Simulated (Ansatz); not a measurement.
Cu₂Br₄, relaxed as a singlet with RKS r2SCAN-D4/def2-SVP in Ansatz, starting from the GFN1-xTB geometry. Force threshold 0.02 eV/Å.

This restricted singlet of an open-shell metal (gap down to 0.23 eV) wasn't tested against broken symmetry. The relaxation made no stability test and no search for a lower SCF solution. No other spin state of charge 0 was run. Another isomer (singlet) lies 0.08 eV lower at PBE0-D4/def2-TZVP; other spin states weren't run for this one.

Start:

Cartesian coordinates in Å:
```
Cu 0.5456 1.3793 0.3256
Cu -0.1933 -0.4634 -1.4330
Br -1.0438 -2.5822 -0.7496
Br 0.4180 0.9959 2.6745
Br -0.3773 -0.9781 1.1818
Br 0.6508 1.6486 -1.9993
```

Problem. Estimate the energy that the relaxation releases and the steps that it takes.

Solution. 24.2 kJ/mol, in 7 steps; 52 s on 4 threads of Intel Xeon Platinum 8259CL on a shared host. No frequencies were taken in this run, so the end may be a saddle point.

Problem. Does the start keep its bonding and symmetry?

Solution. By distances, no bond broke or formed. The bond that changes most is Br3–Br5, from 2.60 to 3.01 Å (atoms count from 1). Point group C2v at the start, C2v at the end, both within 0.05 Å.

Problem. Predict the relaxed structure.

Solution. 
```tsv
atom	x (Å)	y (Å)	z (Å)
Cu1	0.5072	1.2575	0.4841
Cu2	-0.2469	-0.5946	-1.2878
Br3	-1.0951	-2.7134	-1.1895
Br4	0.5863	1.4166	2.7616
Br5	-0.3560	-0.9075	1.1001
Br6	0.6046	1.5414	-1.8684
```
Bond lengths (bridged metal pairs left out): 6 × Br–Cu 2.28 to 2.41 Å.
